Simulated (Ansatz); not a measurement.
CH3BFNO, relaxed with RKS PBE-D4/def2-SVP in Ansatz 0.2.0 from a rough embedded geometry. The force threshold is 0.03 eV/Å; the program also tests the step.

The species carries charge 0 and has multiplicity 1. The bonds changed during the relaxation, so this is another structure than the one it started from.

Start:

```xyz
8

N    -0.248    0.458    1.021
C    -0.399   -0.192   -0.275
O    -0.193    0.663   -1.358
B     1.002   -0.318   -1.025
F     2.377   -0.527   -0.901
H    -0.163   -0.194    1.743
H    -1.163    0.993    1.193
H    -1.213   -0.882   -0.398
```

| step | energy (eV) | largest force (eV/Å) | largest move (Å) |
| --- | --- | --- | --- |
| 1 | -8000.7564 | 3.999 | 0.000 |
| 2 | -8001.8584 | 2.424 | 0.191 |
| 3 | -8002.0975 | 5.446 | 0.195 |
| 4 | -8002.4036 | 1.693 | 0.200 |
| 5 | -8002.5166 | 0.877 | 0.161 |
| 6 | -8002.5199 | 2.180 | 0.169 |
| 7 | -8002.6754 | 1.420 | 0.082 |
| 8 | -8002.7291 | 2.385 | 0.181 |
| 9 | -8002.9335 | 1.134 | 0.200 |
| 10 | -8002.9826 | 0.900 | 0.123 |
| 11 | -8003.0062 | 0.383 | 0.036 |
| 12 | -8003.0123 | 0.497 | 0.042 |
| 13 | -8003.0203 | 0.315 | 0.044 |
| 14 | -8003.0243 | 0.091 | 0.034 |
| 15 | -8003.0257 | 0.045 | 0.024 |
| 16 | -8003.0261 | 0.012 | 0.016 |

End:

```xyz
8

N    -0.561    0.179    1.115
C    -0.365   -0.335   -0.094
O     0.463    0.867   -1.611
B     0.925   -0.157   -0.973
F     2.090   -0.840   -0.975
H     0.229    0.502    1.679
H    -1.489    0.443    1.457
H    -1.292   -0.659   -0.598
```

Hardware: 2 threads of an Intel Xeon 6975P-C on a shared host. Wall time 18 s, peak host memory 0.19 GiB.
